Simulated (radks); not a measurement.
These are the eigenvalues of the occupied orbitals of an atom or ion with whole-number occupations (hartree). Method: scalar-relativistic Kohn-Sham, PBE, spin-polarised, spherical densities, finite nucleus; Fermi nuclear charge, rms radius of each element as measured or else 0.836 A^(1/3) + 0.57 fm; computed with a radial shooting solver on a logarithmic mesh with Libxc functionals.

orbital  eigenvalue
1s down   -1480.635
1s up     -1480.635
2s up     -237.8082
2s down   -237.8081
2p down   -213.0837
2p up     -213.0837
3s up     -51.89250
3s down   -51.88306
3p up     -44.02789
3p down   -44.01850
3d up     -32.85307
3d down   -32.84576
4s up     -11.20094
4s down   -11.17311
4p up      -8.63349
4p down    -8.60529
4d up      -4.93720
4d down    -4.90860
5s up      -2.34814
5s down    -2.33009
5p up      -1.69422
5p down    -1.68028
4f up      -1.06467

Which element is it, and in what charge state? The configuration may be excited.

Answer. Z = 58, cerium, charge +3: Ce3+ in [Xe] 4f(up 1, down 0). The list shows which subshells hold electrons but not how many an open one holds; the 1s level, -1480.6 hartree, gives Z - s = 54.4 by -(Z - s)^2/2, which with screening and relativity narrows Z to a few neighbours, and the depths of the outer levels then fix element, charge and occupations together.
